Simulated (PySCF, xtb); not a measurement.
C₂H₁₁NSi₃, SMILES [SiH2]1[Si@H](N[SiH2]1)CC. The values are those of a single conformer.

Harmonic wavenumbers (cm⁻¹) from GFN2-xTB (xtb) at its own minimum, in rising order: 44, 73, 97, 177, 236, 256, 321, 361, 381, 397, 437, 450, 460, 524, 539, 578, 636, 649, 707, 748, 788, 811, 838, 857, 974, 1017, 1079, 1161, 1241, 1286, 1421, 1489, 1514, 1517, 2107, 2136, 2153, 2167, 2179, 2959, 2975, 3007, 3019, 3028, 3462.

Question: What does PBE0-D3(BJ)/def2-SVP in PySCF give at its own minimum? (Estimate from the structure and the level; the computed values follow.)

Answer: 54, 70, 112, 172, 230, 276, 339, 373, 398, 449, 471, 499, 596, 609, 650, 688, 699, 713, 725, 818, 852, 878, 911, 967, 979, 989, 1057, 1123, 1240, 1248, 1392, 1427, 1472, 1476, 2179, 2192, 2198, 2220, 2234, 3046, 3050, 3107, 3137, 3139, 3625. Paired by order, the mean absolute difference is 54 cm⁻¹ and the zero-point energies are 76.1 and 78.7 kcal/mol.
